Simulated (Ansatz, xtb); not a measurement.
# CH7AlSn: which of two structures lies lower

Structure I is `[CH3][SnH2][AlH2]`, a singlet and structure II is a singlet given by its coordinates. Both are isolated molecules in the gas phase, relaxed with B3LYP-D3(BJ)/def2-SVP; the shapes shown needn't be the lowest conformers.

I (Å):

```yaml
atoms:
  - { symbol: C, position_ang: [0.1741, -2.2480, 2.5186] }
  - { symbol: Al, position_ang: [1.7848, -1.5078, -1.1558] }
  - { symbol: Sn, position_ang: [0.9033, -0.6558, 1.2168] }
  - { symbol: H, position_ang: [-0.6757, -2.7594, 2.0442] }
  - { symbol: H, position_ang: [-0.1511, -1.8235, 3.4791] }
  - { symbol: H, position_ang: [0.9751, -2.9789, 2.6993] }
  - { symbol: H, position_ang: [-0.3778, 0.4960, 1.0454] }
  - { symbol: H, position_ang: [2.1542, 0.1750, 2.0799] }
  - { symbol: H, position_ang: [1.8820, -3.0628, -1.4753] }
  - { symbol: H, position_ang: [2.2293, -0.4756, -2.2800] }
```

II (Å):

```yaml
atoms:
  - { symbol: C, position_ang: [-0.0448, -2.0905, 2.5186] }
  - { symbol: Al, position_ang: [0.2358, -0.8492, 1.0342] }
  - { symbol: Sn, position_ang: [1.8706, -1.6665, -0.8961] }
  - { symbol: H, position_ang: [-0.0739, -1.5478, 3.4796] }
  - { symbol: H, position_ang: [0.7514, -2.8490, 2.5851] }
  - { symbol: H, position_ang: [-1.0075, -2.6193, 2.4170] }
  - { symbol: H, position_ang: [1.9215, -0.4749, 0.7572] }
  - { symbol: H, position_ang: [-0.6796, 0.3597, 0.5942] }
  - { symbol: H, position_ang: [2.5901, -0.4597, -1.9308] }
  - { symbol: H, position_ang: [3.2822, -2.5782, -0.4193] }
```

Close contacts (Å): C1–Al2 1.96, Al2–Sn3 2.66, C1–H4 1.10, C1–H5 1.10, C1–H6 1.10, Al2–H7 1.75, Al2–H8 1.58, Sn3–H7 2.04, Sn3–H9 1.74, Sn3–H10 1.75.

Problem. Estimate which is lower in electronic energy at CCSD(T)/def2-TZVP, and by roughly how much.

Solution. Too close to call at this level: CCSD(T)/def2-TZVP gives E(II) − E(I) = −0.14 kcal/mol.

The same difference at several levels:

| level | geometry | E(II) − E(I) (kcal/mol) | departure from the last row (kcal/mol) | job, with rough time for the two |
| --- | --- | --- | --- | --- |
| B3LYP-D3(BJ)/def2-SVP | B3LYP-D3(BJ)/def2-SVP | −3.72 | −3.58 | optimisation, 2 min |
| HF/def2-TZVP | B3LYP-D3(BJ)/def2-SVP | +3.97 | +4.11 | part of the CCSD(T) run |
| MP2/def2-TZVP | B3LYP-D3(BJ)/def2-SVP | +0.11 | +0.25 | part of the CCSD(T) run |
| CCSD(T)/def2-TZVP | B3LYP-D3(BJ)/def2-SVP | −0.14 |  | single point, 61 s |

The largest departure from CCSD(T)/def2-TZVP is that of HF/def2-TZVP, 4.11 kcal/mol. Levels run at GFN2-xTB geometries aren't shown.

With harmonic frequencies from B3LYP-D3(BJ)/def2-SVP (ideal gas, rigid rotor, one conformer each, 298.15 K, 1 atm): on the last row, ΔE + ΔZPE = −0.29 kcal/mol. A mode under 50 cm⁻¹ makes harmonic enthalpies and free energies unreliable, so none is given.

The correlated steps freeze 10 core orbitals; the filled d shell of Sn is correlated, in a basis made for valence electrons. Atoms past krypton carry core potentials in the def2 sets and no spin–orbit term is included. Codes used: Ansatz 0.2.0; the last row on 2 threads of Intel(R) Xeon(R) Processor @ 2.70GHz on a shared host.
